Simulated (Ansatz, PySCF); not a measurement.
C₆H₁₅Al, charge -1, doublet, at a GFN2-xTB geometry (such geometries of metal compounds can be far from the true shape) (a state made from the parent by changing its charge; the spin is typed, not shown lowest). Base run: BHANDHLYP/6-31G* in PySCF.

PySCF was given this input:
```python
from pyscf import gto, scf, dft

mol = gto.Mole()
mol.atom = '''
    Al   -0.081742   -0.603708    0.003454
    C     1.330134    0.806420   -0.661578
    C     1.574268    0.819519   -2.172521
    H     2.301893    0.613874   -0.173773
    H     1.066915    1.834066   -0.356135
    H     0.653040    1.055211   -2.705485
    H     1.906489   -0.162419   -2.514582
    H     2.333667    1.552665   -2.478208
    C    -1.960880    0.311134   -0.192086
    C    -2.419655    0.588975   -1.624543
    H    -2.025841    1.259648    0.368679
    H    -2.720366   -0.338017    0.279676
    H    -2.409674   -0.328765   -2.215600
    H    -1.744803    1.296203   -2.106243
    H    -3.434535    1.007578   -1.677801
    C     0.138238   -0.543598    2.086421
    C     1.419331   -1.194201    2.610408
    H    -0.715275   -1.059042    2.561490
    H     0.097420    0.483192    2.488690
    H     2.293591   -0.686701    2.202801
    H     1.472637   -2.239000    2.298820
    H     1.498876   -1.169789    3.706163
'''
mol.basis = '6-31g*'
mol.charge = -1
mol.spin = 1
mol.verbose = 4
mol.build()

mf = dft.UKS(mol)
mf.xc = 'bhandhlyp'
mf.kernel()
```

The same geometry, method and basis name were run in Ansatz (an electronic-structure program) and PySCF, at each program's defaults and at the settings that a row names. The base is PySCF at its defaults. Differences at the defaults can come from grids, fitting, cores and function types together.

```tsv
code and settings	ΔE vs base (µEh)	basis functions	E (Eh)	SCF cycles
PySCF, defaults (exact integrals, its default grid, spherical functions)	0.0	132	-479.89366	11
Ansatz, defaults (factorised integrals, its default grid, Cartesian functions)	-3224	139	-479.89688	-
PySCF, density fitting with def2-universal-jkfit	-53.3	132	-479.89371	11
PySCF, fine grid	-4.3	132	-479.89366	11
Ansatz, high accuracy, Cartesian functions as the basis file defines them	-3228	139	-479.89689	-
```

Open shells are given as the SCF converged; they aren't shown to be the lowest states, and a large step between rows can be another state.
